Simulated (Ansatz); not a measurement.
C2H8N, SMILES CC[NH3+], charge +1.

Geometry: B3LYP-D3(BJ)/def2-SVP. The isomer is the one that the SMILES or the coordinates give; other isomers of the formula were not compared.

Two levels are set side by side: PBE/def2-SVPD (Ansatz, an electronic-structure program) and CAM-B3LYP/def2-SVPD (Ansatz). Energy differences of separate SCF runs at the same geometry; the states with an electron removed or added have multiplicity 2 and 2. Differences are taken from unrounded values.

| quantity | CAM-B3LYP | PBE | PBE minus CAM-B3LYP |
|---|---|---|---|
| vertical ionisation energy (eV) | 18.03 | 17.53 | -0.50 |
| vertical electron affinity (eV) | 3.49 | 3.66 | 0.16 |
| vertical singlet–triplet gap (eV) | 9.51 | 8.73 | -0.79 |
